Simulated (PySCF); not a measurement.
Assignment exercise: C₈H₁₄F₂

Molfile (atoms numbered from 1):
```
C8H14F2
     RDKit          3D

 24 24  0  0  0  0  0  0  0  0999 V2000
   -1.3542    0.7037   -1.1549 C   0  0  0  0  0  0  0  0  0  0  0  0
   -0.7353   -0.1228   -0.0191 C   0  0  0  0  0  0  0  0  0  0  0  0
   -1.3831    0.3068    1.3024 C   0  0  0  0  0  0  0  0  0  0  0  0
   -1.0563   -1.6060   -0.2350 C   0  0  0  0  0  0  0  0  0  0  0  0
    0.7872    0.1059   -0.0024 C   0  0  0  0  0  0  0  0  0  0  0  0
    1.6140   -0.6786   -1.0020 C   0  0  0  0  0  0  0  0  0  0  0  0
    1.0963   -0.7001   -2.2562 F   0  0  0  0  0  0  0  0  0  0  0  0
    1.7498   -1.9845   -0.6435 F   0  0  0  0  0  0  0  0  0  0  0  0
    1.5593    0.3617    1.2677 C   0  0  0  0  0  0  0  0  0  0  0  0
    1.3409    1.4756    0.2954 C   0  0  0  0  0  0  0  0  0  0  0  0
   -1.1719    1.7650   -1.0032 H   0  0  0  0  0  0  0  0  0  0  0  0
   -0.9412    0.4192   -2.1176 H   0  0  0  0  0  0  0  0  0  0  0  0
   -2.4290    0.5417   -1.1865 H   0  0  0  0  0  0  0  0  0  0  0  0
   -2.4644    0.2427    1.2041 H   0  0  0  0  0  0  0  0  0  0  0  0
   -1.0842   -0.3499    2.1159 H   0  0  0  0  0  0  0  0  0  0  0  0
   -1.1341    1.3320    1.5633 H   0  0  0  0  0  0  0  0  0  0  0  0
   -2.1297   -1.7617   -0.1522 H   0  0  0  0  0  0  0  0  0  0  0  0
   -0.7457   -1.9427   -1.2199 H   0  0  0  0  0  0  0  0  0  0  0  0
   -0.5598   -2.2195    0.5135 H   0  0  0  0  0  0  0  0  0  0  0  0
    2.6345   -0.2708   -1.0878 H   0  0  0  0  0  0  0  0  0  0  0  0
    2.5459   -0.0711    1.3470 H   0  0  0  0  0  0  0  0  0  0  0  0
    1.0296    0.3853    2.2043 H   0  0  0  0  0  0  0  0  0  0  0  0
    0.6439    2.2536    0.5625 H   0  0  0  0  0  0  0  0  0  0  0  0
    2.1756    1.8341   -0.2885 H   0  0  0  0  0  0  0  0  0  0  0  0
  1  2  1  0
  2  3  1  0
  2  4  1  0
  2  5  1  0
  5  6  1  0
  6  7  1  0
  6  8  1  0
  5  9  1  0
  9 10  1  0
 10  5  1  0
  1 11  1  0
  1 12  1  0
  1 13  1  0
  3 14  1  0
  3 15  1  0
  3 16  1  0
  4 17  1  0
  4 18  1  0
  4 19  1  0
  6 20  1  0
  9 21  1  0
  9 22  1  0
 10 23  1  0
 10 24  1  0
M  END
```

PySCF calculation with PBE0/pcSseg-1 with gauge-including orbitals and GFN2-xTB geometry; one computed conformer, non-relativistic, one averaged value for each set of equivalent atoms, in vacuum.

Shifts are taken against calculated references (same method and geometry level): 13C, 1H vs TMS.

Q: Assign these signals to the numbered atoms. 13C{1H} NMR (computed): δ 131.1 (CH), 32.3 (C), 31.5 (C), 29.9 (CH3), 8.8 (CH2).

A: 
```tsv
δ (ppm)	atoms	environment	reason
131.1	C6	sp3 CH bonded to 2 F	2 electronegative neighbours deshield it
32.3	C2	quaternary sp3 carbon	saturated and bonded to C and H only
31.5	C5	three-membered-ring carbon	a saturated carbon with 4 carbon neighbours and no heteroatom attached
29.9	C1/C3/C4	methyl carbon	a saturated carbon with 1 carbon neighbour and no heteroatom attached
8.8	C9/C10	three-membered-ring carbon	carbons of three-membered rings are unusually shielded
```

C2 and C5; C5 and C1/C3/C4 lie closer than the usual error of such a calculation, so a measured spectrum could show them in the other order.

Q: Assign these signals to the numbered atoms. 1H NMR (600 MHz, computed): δ 5.24 (m, 1H), 1.06 (s, 9H), 0.68 (m, 2H), 0.39 (m, 2H).

A: 
| δ (ppm) | atoms | environment | reason |
| --- | --- | --- | --- |
| 5.24 | H20 | hydrogen on an sp3 CH bonded to 2 F | its carbon carries F, an electronegative neighbour |
| 1.06 | H11/H12/H13/H14/H15/H16/H17/H18/H19 | hydrogen on a methyl carbon | far from electronegative atoms and π systems |
| 0.68 | H22/H23 | hydrogen on a three-membered-ring carbon | cyclopropane-type protons are shielded by the ring |
| 0.39 | H21/H24 | hydrogen on a three-membered-ring carbon | – |

Splittings by 19F in the carbon and heteronuclear signals aren't shown, as no couplings were computed. Shifts are as computed. Against solution values, carbons near 30 ppm lie about +3 ppm off and those near 130 ppm about +5 ppm. Of 1211 compounds with measured shifts, 218 miss one by over three times the rms of a fit or turn the order of signals round; such compounds aren't used in these exercises. No couplings were computed; multiplicities are counted from neighbouring protons, with m where these are inequivalent, close in shift, in a saturated or five-membered ring or joined by F or P, and br s for small geminal =CH2 splittings.
